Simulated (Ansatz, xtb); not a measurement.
**Relative energy of two isomers of C4H9ClGe**

We compare I, `C/C=C/[CH2][GeH2][Cl]`, a singlet, with II, `C=[C](C)[Ge@H]([CH3])[Cl]`, a singlet. Both are isolated molecules in the gas phase, relaxed with B3LYP/def2-SVP; each stands in its lowest conformer found.

I (Å):

```
atom    x (Å)    y (Å)    z (Å)
   C   0.2528  -2.8484  -2.6353
   C   0.6500  -1.4743  -2.1855
   C   1.7623  -1.1725  -1.4983
   C   2.1482   0.1955  -1.0238
  Cl   2.6279   2.2802   1.6130
  Ge   1.7773   0.3837   0.9105
   H   0.9865  -3.6085  -2.3251
   H  -0.7313  -3.1357  -2.2241
   H   0.1547  -2.8965  -3.7343
   H  -0.0335  -0.6582  -2.4587
   H   2.4454  -1.9891  -1.2268
   H   3.2224   0.3956  -1.1658
   H   1.5851   0.9871  -1.5423
   H   0.2616   0.4377   1.1871
   H   2.4463  -0.7394   1.7296
```

II (Å):

```xyz
15

C    -1.3467    2.6671    2.3432
C    -1.0585    1.4579    1.8400
C    -2.0868    0.5546    1.2106
C     1.5880    0.4706    0.1734
Cl    0.7895   -1.0851    3.0092
Ge    0.7967    0.8363    1.9285
H    -0.5896    3.3020    2.8148
H    -2.3654    3.0747    2.3075
H    -2.1248   -0.4159    1.7334
H    -1.8390    0.3322    0.1578
H    -3.0929    1.0032    1.2360
H     1.6450    1.8179    2.7639
H     0.9834   -0.2709   -0.3690
H     2.6064    0.0734    0.2945
H     1.6323    1.3990   -0.4175
```

Quicker runs give these differences E(II) − E(I): GFN2-xTB +0.222 eV; HF/STO-3G −0.250 eV (at GFN2-xTB geometries); r2SCAN-D4/def2-SVP −0.235 eV (at GFN2-xTB geometries).

Q: Which of the two would you expect CCSD(T)/def2-SVP + ΔMP2/def2-TZVPP electronic energies to favour?

A: Structure II; the calculation gives E(II) − E(I) = −0.352 eV.

The same difference at several levels:

```
                             level        geometry  E(II) − E(I) (eV)  departure from the last row (eV)  job, with rough time for the two
                          GFN2-xTB        GFN2-xTB              +0.222                            +0.574              optimisation, 0.42 s
                         HF/STO-3G        GFN2-xTB              −0.250                            +0.102              single point, 0.54 s
                r2SCAN-D4/def2-SVP        GFN2-xTB              −0.235                            +0.117               single point, 5.2 s
                    B3LYP/def2-SVP  B3LYP/def2-SVP              −0.177                            +0.176                optimisation, 88 s
                       HF/def2-SVP  B3LYP/def2-SVP              −0.201                            +0.151           part of the CCSD(T) run
                      MP2/def2-SVP  B3LYP/def2-SVP              −0.248                            +0.104           part of the CCSD(T) run
                  CCSD(T)/def2-SVP  B3LYP/def2-SVP              −0.220                            +0.133                      single point
CCSD(T)/def2-SVP + ΔMP2/def2-TZVPP  B3LYP/def2-SVP              −0.352                                               single point, 1.9 min
```

As drawn, II has 1 C–Ge, 1 C–H in place of 1 C–C, 1 Ge–H.

GFN2-xTB puts the two in the other order. The largest departure from CCSD(T)/def2-SVP + ΔMP2/def2-TZVPP is that of GFN2-xTB, 0.574 eV. The last row adds to CCSD(T) the change of the MP2 difference between the two basis sets, here −0.133 eV, a large step that makes the value less sure.

With thermal terms from frequencies at re-optimised GFN2-xTB minima (ideal gas, soft modes damped towards free rotors, one conformer each, 298.15 K, 1 atm): on the last row, ΔE + ΔZPE = −0.324, ΔH = −0.308, ΔG = −0.335 eV.

The correlated steps freeze 18 core orbitals; the filled d shell of Ge is correlated, in a basis made for valence electrons. Mirror images aren't counted in ΔG. Run with Ansatz 0.2.0, xtb 6.7.1; the last row on 4 threads of Arm Neoverse V1 on a shared host.
